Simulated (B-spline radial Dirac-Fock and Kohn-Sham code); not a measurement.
Run log: Sn

ΔSCF core binding energies without Breit or QED terms, calculated with an atomic code on a B-spline grid. Keys: rel is the Hamiltonian (dirac, or spin-free x2c and nr, where L3 and M5 stand for the whole 2p and 3d shells), method is hf or an exchange,correlation pair (spin-unpolarised, also for the hole states), nuc the nuclear model, radius_factor scales its radius, rmax is the box in bohr, h the logarithmic mesh step, order the B-spline order, points the quadrature points per cell, c_factor scales the speed of light, and damp, ndamp, maxit and tol steer the iteration. The run stops when the commutator error falls below 10·tol·max(1, Z/10), or the numerical noise floor, and the energy has settled to about 1e-8 Ha; the virial ratio is −V/T.

Input (task.json):

```json
{"items": [{"Z": 50, "q": 0, "cfg": [[1, 0, 2], [2, 0, 2], [2, 1, 6], [3, 0, 2], [3, 1, 6], [3, 2, 10], [4, 0, 2], [4, 1, 6], [4, 2, 10], [5, 0, 2], [5, 1, 2]], "A": 120, "rrms": 4.6519, "do": "settings", "holes": ["K", "L3", "M5"],
  "settings": [{"rel": "dirac", "method": "hf", "nuc": "fermi", "radius_factor": 1.0, "rmax": 45.0, "h": 0.3, "order": 3, "points": 10, "c_factor": 1.0, "maxit": 51, "damp": 0.5, "ndamp": 3, "tol": 1e-08}]}]}
```

Command: `python xray2_run.py task.json out`

Ground-state iterations:

```
iter   energy (Ha)        error
   1    -6173.73834084  1.71e+00
   2    -6174.73139650  1.97e-01
   3    -6175.42042705  3.47e-02
   4    -6175.44356008  8.02e-03
   5    -6175.44423896  3.51e-03
   6    -6175.44452188  7.29e-04
   7    -6175.44452989  1.42e-04
   8    -6175.44453022  1.77e-05
   9    -6175.44453023  2.27e-06
  10    -6175.44453023  3.63e-07
```

The ground state converged in 10 iterations, with total energy -6175.44453 Ha, virial ratio 1.94963 and highest orbital energy -6.57 eV. ΔSCF binding energies: K (1s) 29302.7 eV, L3 (2p3/2) 3945.1 eV, M5 (3d5/2) 493.8 eV.

Question: One setting is unsound. Which, and why?

Answer: order is too low for an accurate radial basis. With the default settings (Dirac Hartree-Fock): The ground state converged in 10 iterations, with total energy -6176.13019 Ha, virial ratio 1.94964 and highest orbital energy -6.57 eV. ΔSCF binding energies: K (1s) 29303.3 eV, L3 (2p3/2) 3944.6 eV, M5 (3d5/2) 493.3 eV.
